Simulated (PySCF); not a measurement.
## Orbital picture of POs

BLYP at R = 2.010 Å; P def2-TZVPP, Os def2-TZVPP with ECP60; scalar-relativistic core potentials (PySCF 2.14). State: ²Δ (doublet), unpaired electrons δ ↑. Only the outer orbitals are listed, counted within each symmetry, core potentials removing the inner ones.

```
spin  orbital  occ.  ε (eV)  on P (%)           main shells (%)
   α       6σ     1  -14.30        84            84 P s, 8 Os d
   α       7σ     1   -7.80        57   45 P p, 36 Os d, 11 P s
   α       3π     1   -7.28        40           59 Os d, 38 P p
   α       3π     1   -7.28        40           59 Os d, 38 P p
   α       1δ     1   -5.49         1                   99 Os d
   α       8σ     1   -5.34         7          62 Os s, 31 Os d
   α       1δ     1   -4.84         1                   99 Os d
   α       4π     0   -3.78        57   56 P p, 34 Os d, 9 Os p
   α       4π     0   -3.78        57   56 P p, 34 Os d, 9 Os p
   α       9σ     0   -2.47        36  34 P p, 26 Os p, 24 Os s
   β       6σ     1  -14.44        86                    85 P s
   β       7σ     1   -7.71        59   49 P p, 32 Os d, 10 P s
   β       3π     1   -7.08        51           49 P p, 48 Os d
   β       3π     1   -7.08        51           49 P p, 48 Os d
   β       8σ     1   -4.83         6          61 Os s, 33 Os d
   β       1δ     1   -4.55         1                   99 Os d
   β       1δ     0   -3.87         1                   99 Os d
   β       4π     0   -3.59        49           46 P p, 44 Os d
   β       4π     0   -3.59        49           46 P p, 44 Os d
```

Question: Which are the highest filled and the lowest empty level, where do they sit, and how wide is the gap?

Answer: Highest filled β 1δ at -4.55 eV (in %: 99 Os d); lowest empty β 1δ at -3.87 eV (in %: 99 Os d); the gap at BLYP is 0.68 eV. Both belong to one degenerate shell, split only by its one-sided filling, so this is no excitation gap.

| Quantity | Value |
| --- | --- |
| bond order (Mayer) | 3.17 |
| ⟨S²⟩ | 0.775 |
| charge on P (Mulliken, basis-dependent) | 0.15 |
| charge on P (Löwdin, basis-dependent) | 0.37 |
| dipole moment (positive dipole means P(−)Os(+)) | 0.14 D |

Spin–orbit coupling is left out. With d or f electrons several states lie close, and the lowest PBE0 determinant need not be the measured ground state.
